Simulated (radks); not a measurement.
Valence configurations of Tm2+ (all share [Xe]). Calculated with a radial shooting solver on a logarithmic mesh with Libxc functionals: Dirac Kohn-Sham, LDA (Slater exchange, Perdew-Wang correlation), spin-unpolarised, spherical densities, finite nucleus; open shells fill j = l - 1/2 first; Fermi nuclear charge, rms radius 5.2256 fm. Energies are relative to 4f13; eigenvalues in eV.

valence       E (eV)  e(4f5/2)  e(4f7/2)  e(5d3/2)  e(6p1/2)  e(6s1/2)
4f13           0.000   -18.497   -17.296         -         -         -
4f12 6s1       5.291   -27.575   -26.301         -         -   -17.506
4f11 6p2      28.535   -40.181   -38.834         -   -15.361         -
4f12 5d1       5.633   -24.838   -23.567   -15.576         -         -
4f12 6p1       9.938   -28.695   -27.421         -   -13.466         -
4f12.5 5d0.5   2.248   -21.550   -20.314   -14.725         -         -
4f10 6s1 6p2  51.513   -51.725   -50.303         -   -16.644   -22.387
4f10 6s2 6p1  45.805   -50.708   -49.286         -   -16.190   -21.863
4f12.5 6p0.5   4.018   -23.417   -22.180         -   -12.366         -
4f11 6s1 6p1  23.327   -39.128   -37.781         -   -14.882   -20.058

NIST lists [Xe] 4f13 as the ground configuration; this level of theory agrees among the configurations tried. The energies are those of spherical spin-averaged densities, not of single terms.
